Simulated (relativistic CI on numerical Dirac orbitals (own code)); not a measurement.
# Crystal-field levels of Pr2+, 4f3

Calculated by Dirac-Coulomb-Breit CI, separate exchange-only KLI orbitals for each configuration, QED by a radiative potential, valence Slater integrals scaled by 0.85, one configuration in a parametric crystal field (own radial code).

Field parameters in Wybourne normalisation. The field is a parameter set, without covalency.

S and J are read from ⟨S²⟩ = S(S + 1) and ⟨J²⟩ = J(J + 1) of each level; they are not fictitious spins.

D3h, B20 = 510, B40 = -160, B60 = 30, B66 = -150 cm⁻¹, the lowest 10 levels:

| E (cm⁻¹) | Degeneracy | S | J |
| --- | --- | --- | --- |
| 0.0 | 2 | 1.48 | 4.50 |
| 10.3 | 2 | 1.48 | 4.50 |
| 66.7 | 2 | 1.48 | 4.50 |
| 82.6 | 2 | 1.48 | 4.50 |
| 100 | 2 | 1.48 | 4.50 |
| 1350 | 2 | 1.49 | 5.50 |
| 1370 | 2 | 1.49 | 5.50 |
| 1390 | 2 | 1.49 | 5.50 |
| 1414 | 2 | 1.49 | 5.50 |
| 1432 | 2 | 1.49 | 5.50 |

Principal g values of the ground doublet: 0.00, 0.00, 6.18.

C2v, B20 = -160, B22 = 20, B40 = 420, B42 = -80, B44 = -370, B60 = -330, B62 = 160, B64 = -170, B66 = -300 cm⁻¹, the lowest 10 levels:

```json
{"E (cm⁻¹)": "0.0", "Degeneracy": "2", "S": "1.48", "J": "4.51"}
{"E (cm⁻¹)": "74.7", "Degeneracy": "2", "S": "1.48", "J": "4.50"}
{"E (cm⁻¹)": "115", "Degeneracy": "2", "S": "1.48", "J": "4.50"}
{"E (cm⁻¹)": "160", "Degeneracy": "2", "S": "1.48", "J": "4.50"}
{"E (cm⁻¹)": "201", "Degeneracy": "2", "S": "1.48", "J": "4.51"}
{"E (cm⁻¹)": "1406", "Degeneracy": "2", "S": "1.49", "J": "5.50"}
{"E (cm⁻¹)": "1438", "Degeneracy": "2", "S": "1.49", "J": "5.50"}
{"E (cm⁻¹)": "1467", "Degeneracy": "2", "S": "1.49", "J": "5.50"}
{"E (cm⁻¹)": "1475", "Degeneracy": "2", "S": "1.49", "J": "5.50"}
{"E (cm⁻¹)": "1483", "Degeneracy": "2", "S": "1.49", "J": "5.50"}
```

Principal g values of the ground doublet: 0.66, 0.97, 4.58.

D3d, B20 = 1140, B40 = -690, B43 = -940, B60 = 430, B63 = 100, B66 = -420 cm⁻¹, the lowest 16 levels:

```csv
E (cm⁻¹),Degeneracy,Irrep,S,J
0.0,2,Γ4,1.48,4.51
21.8,2,Γ5+Γ6,1.48,4.50
170,2,Γ4,1.48,4.51
200,2,Γ5+Γ6,1.48,4.52
334,2,Γ4,1.48,4.51
1394,2,Γ4,1.49,5.50
1427,2,Γ5+Γ6,1.49,5.49
1448,2,Γ4,1.49,5.49
1516,2,Γ4,1.49,5.51
1591,2,Γ5+Γ6,1.49,5.50
1633,2,Γ4,1.49,5.50
2838,2,Γ4,1.50,6.50
2876,2,Γ4,1.50,6.50
2884,2,Γ5+Γ6,1.50,6.49
2923,2,Γ4,1.50,6.49
3013,2,Γ4,1.50,6.50
```

Principal g values of the ground doublet: 0.22, 2.79, 2.79.

The next free-ion level lies 1347 cm⁻¹ above the lowest; the field splits the ground level into components whose J stays near 9/2 as long as their spread is small against that gap.

Levels of this model without a field, named by their leading LS term: ⁴I°9/2 0, ⁴I°11/2 1347, ⁴I°13/2 2803, ⁴I°15/2 4337, ²H°9/2 10561, ⁴F°3/2 10805, ⁴F°5/2 11518, ⁴S°3/2 12159 cm⁻¹.
